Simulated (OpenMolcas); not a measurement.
# Multiconfigurational calculation on Sb II

Input:

```
&GATEWAY
Coord
1

Sb 0.0 0.0 0.0
Basis=ANO-RCC
Group=XYZ
NoMove
AngMom=0.0 0.0 0.0
AMFI
&SEWARD
&RASSCF
FileOrb=start.orb
Symmetry=1
Spin=3
nActEl=4 0 0
Inactive=14 9
Ras2=1 3
CIRoot=6 6 1
SDav=6
CIMx=300
Iter=120 100
PrWF=0.3
OrbListing=Nothing
MaxOrb=0
Atom
>>> COPY $Project.JobIph JOBPRE
&RASSCF
FileOrb=start.orb
Symmetry=1
Spin=3
nActEl=4 0 0
Inactive=14 9
Ras2=2 6
CIRoot=3 3 1
SDav=186
CIMx=300
Iter=120 100
PrWF=0.3
OrbListing=Nothing
MaxOrb=0
Atom
>>> COPY $Project.JobIph JOB001
&RASSCF
FileOrb=start.orb
Symmetry=1
Spin=1
nActEl=4 0 0
Inactive=14 9
Ras2=2 6
CIRoot=6 6 1
SDav=184
CIMx=300
Iter=120 100
PrWF=0.3
OrbListing=Nothing
MaxOrb=0
Atom
>>> COPY $Project.JobIph JOB002
&RASSCF
FileOrb=start.orb
Symmetry=2
Spin=5
nActEl=4 0 0
Inactive=14 9
Ras2=2 6
CIRoot=1 1 1
SDav=40
CIMx=300
Iter=120 100
PrWF=0.3
OrbListing=Nothing
MaxOrb=0
Atom
>>> COPY $Project.JobIph JOB003
&RASSCF
FileOrb=start.orb
Symmetry=2
Spin=3
nActEl=4 0 0
Inactive=14 9
Ras2=2 6
CIRoot=9 9 1
SDav=192
CIMx=300
Iter=120 100
PrWF=0.3
OrbListing=Nothing
MaxOrb=0
Atom
>>> COPY $Project.JobIph JOB004
&RASSCF
FileOrb=start.orb
Symmetry=2
Spin=1
nActEl=4 0 0
Inactive=14 9
Ras2=2 6
CIRoot=8 8 1
SDav=152
CIMx=300
Iter=120 100
PrWF=0.3
OrbListing=Nothing
MaxOrb=0
Atom
>>> COPY $Project.JobIph JOB005
&RASSI
NrOfJobIphs=5 3 6 1 9 8
1 2 3
1 2 3 4 5 6
1
1 2 3 4 5 6 7 8 9
1 2 3 4 5 6 7 8
IphNames
JOB001
JOB002
JOB003
JOB004
JOB005
EJob
SpinOrbit
DIPRint=1.0
SOCoupling=1000.0
Subsets=2
MEES
Property=10
'ANGMOM' 1 'ANGMOM' 2 'ANGMOM' 3 'MLTPL  1' 1 'MLTPL  1' 2 'MLTPL  1' 3
'AMFI' 1 'AMFI' 2 'AMFI' 3 'MLTPL  2' 6
SOProperty=3
'ANGMOM' 1 'ANGMOM' 2 'ANGMOM' 3
```

A driver script runs the steps one by one and writes start.orb anew before each from the orbitals found so far.

Output, cut to the results:

```
--- SEWARD ---
Basis set label: SB.ANO-RCC.........

      Electronic valence basis set:
      ------------------
      Associated Effective Charge  51.000000 au
      Associated Actual Charge     51.000000 au
      Nuclear Model: Point charge

      Shell  nPrim  nBasis  Cartesian Spherical Contaminant
         s      22      10        X
         p      19       9        X
         d      13       8                 X
         f       5       5                 X
         g       3       3                 X
                  Relativistic Douglas-Kroll-Hess integrals:
                    - DKH order of Hamiltonian: 2
                    - DKH order of Properties : 0
                  Atomic mean-field integrals
--- RASSCF ---
Wave function specifications:
      -----------------------------

      Number of closed shell electrons          46
      Number of electrons in active shells       4
      Max number of holes in RAS1 space          0
      Max nr of electrons in RAS3 space          0
      Number of inactive orbitals               23
      Number of active orbitals                  8
      Number of secondary orbitals             108
      Spin quantum number                      1.0
      State symmetry                             1
Orbital specifications:
      -----------------------

      Symmetry species                           1   2
                                                ag  au
      Frozen orbitals                            0   0
      Inactive orbitals                         14   9
      Active orbitals                            2   6
      RAS1 orbitals                              0   0
      RAS2 orbitals                              2   6
      RAS3 orbitals                              0   0
      Secondary orbitals                        61  47
      Deleted orbitals                           0   0
      Number of basis functions                 77  62
      Number of CSFs                           186
      Number of root(s) required                 3
      Iter CI   SX   CI       RASSCF       Energy    max ROT     max BLB   max BLB  Level Ln srch  Step   QN
          iter iter root      energy       change     param      element    value   shift minimum  type update
 Nr of preliminary CI iterations:   1
      Total energies have been shifted. Add                -6000.00 au
        1   1   20    0  -476.19640385    0.00E+00   2.94E-01*  11  22 1  1.94E-02*  0.00   0.00    SX    NO
        2   1   21    0  -476.19878788   -2.38E-03*  8.21E-02   11  27 1  8.58E-03*  0.00   0.00    SX    NO
        3   1   19    0  -476.19895324   -1.65E-04*  2.67E-02   11  27 1 -5.10E-03*  0.00   0.00    SX    NO
        4   1   16    0  -476.19898640   -3.32E-05*  9.16E-03   11  27 1  2.94E-03*  0.00   0.00    SX    NO
        5   1   14    0  -476.19899279   -6.38E-06*  2.40E-03   11  27 1 -1.77E-03*  0.00   0.64    QN   YES
        6   1   13    0  -476.19899600   -3.21E-06*  1.94E-03   11  27 1 -7.61E-05   0.00   1.08    QN   YES
        7   1   10    0  -476.19899611   -1.15E-07* -8.52E-04   11  22 1  5.25E-05   0.00   1.32    QN   YES
        8   1    8    0  -476.19899613   -1.47E-08*  1.16E-04   11  22 1 -1.55E-05   0.00   0.89    QN   YES
        9   1    5    0  -476.19899613   -1.92E-10   1.62E-05   11  22 1  8.83E-06   0.00   0.63    QN   YES
      Convergence after  9 iterations
       10   1    5    0  -476.19899613   -6.00E-11   1.62E-05   11  22 1  2.13E-06   0.00   0.63    QN   YES
      Natural orbitals and occupation numbers for root  1
      sym 1:   1.968671   0.002857
      sym 2:   0.999240   0.999240   0.025582   0.002165   0.002165   0.000080
      Natural orbitals and occupation numbers for root  2
      sym 1:   1.968671   0.002857
      sym 2:   0.999240   0.025582   0.999240   0.002165   0.000080   0.002165
      Natural orbitals and occupation numbers for root  3
      sym 1:   1.968671   0.002857
      sym 2:   0.025582   0.999240   0.999240   0.000080   0.002165   0.002165
::    RASSCF root number  1 Total energy:  -6476.19899613
::    RASSCF root number  2 Total energy:  -6476.19899613
::    RASSCF root number  3 Total energy:  -6476.19899613
--- RASSCF ---
Wave function specifications:
      -----------------------------

      Number of closed shell electrons          46
      Number of electrons in active shells       4
      Max number of holes in RAS1 space          0
      Max nr of electrons in RAS3 space          0
...
--- RASSI ---
SPIN-FREE ENERGIES:
  (Shifted by EMIN (a.u.) =      -6476.1989961259)

 SF State       Relative EMIN(au)   Rel lowest level(eV)    D:o, cm**(-1)      L_eff

     1             0.0000000000        0.0000000000              0.0000         1.0
     2             0.0000000000        0.0000000000              0.0000         1.0
     3             0.0000000000        0.0000000000              0.0000         1.0
     4             0.0423510527        1.1524308517           9294.9817         2.0
     5             0.0423510527        1.1524308517           9294.9817         2.0
     6             0.0423510527        1.1524308517           9294.9817         2.0
     7             0.0423510527        1.1524308517           9294.9817         2.0
     8             0.0423510527        1.1524308517           9294.9817         2.0
     9             0.0796358982        2.1670031846          17478.0594         0.0
    10             0.1657899036        4.5113731012          36386.6780         0.0
    20             0.3076668112        8.3720404354          67525.0600         1.0
    21             0.3076668112        8.3720404354          67525.0600         1.0
    22             0.3076668112        8.3720404354          67525.0600         1.0
    14             0.3086290723        8.3982248929          67736.2519         2.0
    15             0.3086290723        8.3982248929          67736.2519         2.0
    11             0.3086290723        8.3982248929          67736.2519         2.0
    12             0.3086290723        8.3982248929          67736.2519         2.0
    13             0.3086290723        8.3982248929          67736.2519         2.0
    16             0.3484551015        9.4819463560          76477.0549         1.0
    17             0.3484551015        9.4819463560          76477.0549         1.0
    18             0.3484551015        9.4819463560          76477.0549         1.0
...
```

Levels above the lowest, from the spin-orbit matrix, grouped by J:

```tsv
Configuration	Term	J	E (cm-1)	Measured (cm-1)	g	Term weight %	Second
5s2 5p2	3P	0	0.0	0.0		96	4 1S
5s2 5p2	3P	1	2534	3055	1.501	100	
5s2 5p2	3P	2	5095	5658	1.468	93	7 1D
5s2 5p2	1D	2	14003	12790	1.034	93	7 3P
5s2 5p2	1S	0	22545	23906		96	4 3P
5s 5p3	5S*	2	40260	51723	1.999	99	
5s 5p3	3D*	2	70911	66502	1.192	93	7 3P*
5s 5p3	3D*	1	70931	66292	0.550	95	5 3P*
```

Against the 7 measured excited levels shown (NIST Handbook of Basic Atomic Spectroscopic Data) the mean absolute deviation is 3500 cm-1; the largest miss in energy is 5s 5p3 5S* 2: computed 40260, measured 51723 cm-1 (-22.2 %).

The run also gave levels led by 5s2 5p 6s, which use shells meant for correlation; these and all levels above them are left out. Terms of s pⁿ other than that of highest spin mix with s² pⁿ⁻² d, which this space lacks; all of them can be thousands of cm-1 off, and some have no real level of that name. Computed and measured levels are paired by configuration, term and J; levels that our copy of the source lacks, or whose pairing is in doubt (as where it misses far off the trend of its configuration), stay unpaired and out of the deviations. Levels of configurations outside the active space are missing. The first state left out of the spin-orbit step lies near 96000 cm-1 above the lowest spin-free state of the reference (among the parities and spins computed), and the list stops at four fifths of that energy or lower.

The term weight is that of the spin-free term in the level, not the purity of its configuration. * marks odd parity.
